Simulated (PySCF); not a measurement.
**TbCl3(H2O) at several levels of theory**

Computed with PySCF 2.14.0 (density fitting, no spin-orbit coupling) at the geometry relaxed with PBE0:

```xyz
7
TbCl3(H2O) (singlet in the valence; each metal's 4f electrons, 8 of them, lie in its core potential, out of spins and levels)
Tb   -0.0295   -0.0500    0.0500
Cl    1.0748    1.8854    1.1894
Cl   -1.7268   -1.3427    1.3427
Cl    1.0748   -1.1894   -1.8854
O    -1.3546    1.3452   -1.3452
H    -1.5646    2.2724   -1.1698
H    -1.5646    1.1698   -2.2724
```

```json
{"level": "PBE0", "basis": "Tb lcecp-1-SVP with ECP54, Cl def2-SVP, O def2-SVP, H def2-SVP", "state": "singlet", "HOMO (eV)": "-8.43", "gap (eV)": "6.99", "charge on Tb1 (e)": "0.86", "population of f-type functions on Tb1 (polarisation alone where 4f lies in the core)": "0.05", "dipole about the centre of mass (D)": "5.83", "largest force component (eV/Å)": "0.02"}
{"level": "BP86", "basis": "the same", "state": "singlet", "HOMO (eV)": "-7.11", "gap (eV)": "4.97", "charge on Tb1 (e)": "0.68", "population of f-type functions on Tb1 (polarisation alone where 4f lies in the core)": "0.05", "dipole about the centre of mass (D)": "5.75", "largest force component (eV/Å)": "0.52"}
{"level": "PBE0", "basis": "Tb lcecp-1-TZVP with ECP54, Cl def2-TZVP, O def2-TZVP, H def2-TZVP", "state": "singlet", "HOMO (eV)": "-8.56", "gap (eV)": "6.94", "charge on Tb1 (e)": "1.39", "population of f-type functions on Tb1 (polarisation alone where 4f lies in the core)": "0.06", "dipole about the centre of mass (D)": "5.75", "largest force component (eV/Å)": "0.24"}
```

In the lcecp rows the 4f levels are missing from HOMO and gap, and the state counts the valence alone.

Charges are Mulliken's, which hang on the basis. The relaxation used the grid (50, 194), these runs (75, 302) or, all-electron (x2c bases, spin-free X2C Hamiltonian), (99, 590).

Question: What does HF with Tb lcecp-1-SVP with ECP54, Cl def2-SVP, O def2-SVP, H def2-SVP give here?

Answer: state singlet, HOMO (eV) -11.66, gap (eV) 12.60, charge on Tb1 (e) 1.27, population of f-type functions on Tb1 (polarisation alone where 4f lies in the core) 0.05, dipole about the centre of mass (D) 6.03, largest force component (eV/Å) 0.88. Time: 3.7 s on 2 threads of Arm Neoverse V1, with other jobs on the host, from an already converged density.

In the first row's basis the gap widens with exact exchange: 5.0 eV for BP86 (none); 7.0 eV for PBE0 (a fixed share); 12.6 eV for Hartree–Fock (rising or full at long range).

A frequency check found unstable modes (1, the lowest at -36 cm⁻¹), so the relaxed geometry is a saddle point, or these are noise. An lcecp potential fixes the number of 4f electrons, so in runs with it no electron can move into or out of that shell.
